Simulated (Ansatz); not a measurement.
Consider the ligand exchange at the Si–N bond: `OCCN[SiH3]` + HBr → `[SiH3]Br` + `NCCO`.

Computed with Ansatz on PBE0-D4/def2-TZVP structures; ΔE is electronic, products minus reactants. CCSD(T)/CBS is the MP2 limit (def2-TZVPP, def2-QZVPP) plus CCSD(T) − MP2 in def2-TZVPP, frozen cores. This one scheme is used for every species. For Br outer-core shells are correlated without core-valence functions, which leaves a few kJ/mol of doubt a bond. Scalar relativity is left out up to krypton. Each species was taken in one conformer, which may not be the lowest.

| species | CCSD(T)/CBS(def2) energy (Eh) |
| --- | --- |
| `OCCN[SiH3]` | -500.47783 |
| HBr | -2573.91920 |
| `[SiH3]Br` | -2864.23411 |
| `NCCO` | -210.18096 |

**Question.** Work out ΔE.

**Answer.** ΔE = (-2864.23411) + (-210.18096) − (-500.47783) − (-2573.91920) = -0.01804 Eh = -47.4 kJ/mol.

**Question.** What do rigid-rotor, harmonic-oscillator terms from PBE0-D4/def2-TZVP frequencies (298.15 K, 1 bar) make of the CCSD(T)/CBS value? (Best estimate.)

**Answer.** Ansatz gave: ΔZPE = +12.9 kJ/mol, ΔH = -37.1 kJ/mol, ΔS = 7 J/(mol·K), ΔG = -39.1 kJ/mol.

Largest T1 diagnostic among the species: 0.010.

In def2-TZVPP, CCSD(T) changes the Hartree–Fock value by +10.4 kJ/mol (the triples alone add +1.1 kJ/mol) and MP2 by +8.0 kJ/mol. Leaving LDA and LC-ωPBE aside and taking each functional with its dispersion term where it has one, the values, not all of them listed here, spread over 10.6 kJ/mol, from PBE-QIDH to BLYP-D4. LDA lies +11.4 kJ/mol from PBE without D4.
